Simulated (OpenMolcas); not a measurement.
Computed levels of 5d⁵ in ions with 73 electrons, in cm-1 above ⁶S_5/2.

| Quantity | Value |
| --- | --- |
| Program | OpenMolcas 26.06 |
| Method | CASSCF |
| Basis | ANO-RCC-VTZP |
| Scalar Hamiltonian | DKH2, point nucleus |
| Spin-orbit coupling | RASSI with atomic mean-field integrals over the reference wave functions, term energies averaged over their components |

Active space for each ion: 5 electrons in 5 orbitals (5d).

```json
{"Level": "⁴G_7/2", "Re2+": "22846", "Os3+": "25335", "Ir4+": "27225", "Au6+": "30998"}
{"Level": "⁴G_11/2", "Re2+": "23306", "Os3+": "26019", "Ir4+": "28209", "Au6+": "32632"}
{"Level": "⁴G_9/2", "Re2+": "23806", "Os3+": "26762", "Ir4+": "29305", "Au6+": "34598"}
{"Level": "⁴P_1/2", "Re2+": "26466", "Os3+": "29546", "Ir4+": "32100", "Au6+": "37523"}
{"Level": "⁴D_7/2", "Re2+": "28744", "Os3+": "32330", "Ir4+": "35584", "Au6+": "42738"}
{"Level": "⁴D_1/2", "Re2+": "31479", "Os3+": "35936", "Ir4+": "40201", "Au6+": "49645"}
{"Level": "²I_11/2", "Re2+": "32793", "Os3+": "36790", "Ir4+": "40316", "Au6+": "48304"}
{"Level": "²I_13/2", "Re2+": "34931", "Os3+": "39617", "Ir4+": "43922", "Au6+": "53397"}
{"Level": "²H_9/2", "Re2+": "41628", "Os3+": "47026", "Ir4+": "51892", "Au6+": "62443"}
```

Q: Estimate ⁴G_7/2, ⁴G_11/2 for Pt5+ from its neighbours Ir4+ and Au6+.

A: ⁴G_7/2 is another term, which grows about linearly with the charge: (27225 + 30998) / 2 = 29112. The calculation gives 29167, so the estimate is off by -0.2 %.
⁴G_11/2 is another term, which grows about linearly with the charge: (28209 + 32632) / 2 = 30420. The calculation gives 30449, so the estimate is off by -0.1 %.

Mixed levels, with the weight of the term that names them: Re2+ ⁴P_1/2 (69 %), Re2+ ⁴D_1/2 (72 %), Re2+ ²H_9/2 (56 %), Os3+ ⁴P_1/2 (67 %), Os3+ ⁴D_1/2 (71 %), Os3+ ²H_9/2 (55 %), Ir4+ ⁴G_7/2 (72 %), Ir4+ ⁴P_1/2 (66 %), Ir4+ ⁴D_7/2 (72 %), Ir4+ ⁴D_1/2 (70 %), Ir4+ ²H_9/2 (54 %), Pt5+ ⁴G_7/2 (67 %), Pt5+ ⁴P_1/2 (64 %), Pt5+ ⁴D_7/2 (67 %), Pt5+ ⁴D_1/2 (70 %), Pt5+ ²I_11/2 (72 %), Pt5+ ²H_9/2 (54 %), Au6+ ⁴G_7/2 (61 %), Au6+ ⁴G_11/2 (71 %), Au6+ ⁴P_1/2 (63 %), Au6+ ⁴D_7/2 (59 %), Au6+ ⁴D_1/2 (70 %), Au6+ ²I_11/2 (69 %), Au6+ ²H_9/2 (53 %).

Without dynamic correlation excited terms often stand tens of per cent too high (terms of higher spin than the ground term too low), and those without a measured partner can miss by more than the paired ones. Terms from blocks run as CI alone lack orbitals of their own. Configurations with an s electron lie low in 5d ions of this charge, fall among these levels and mix in, so low-spin terms can stand far too high, up to twice their true height, and weights are not those of the real levels (holds for Re2+). Some levels mix across a computed gap that differs much from the measured one, so their mixing is not that of the real levels (holds for Re2+). Only configurations of the active space appear.
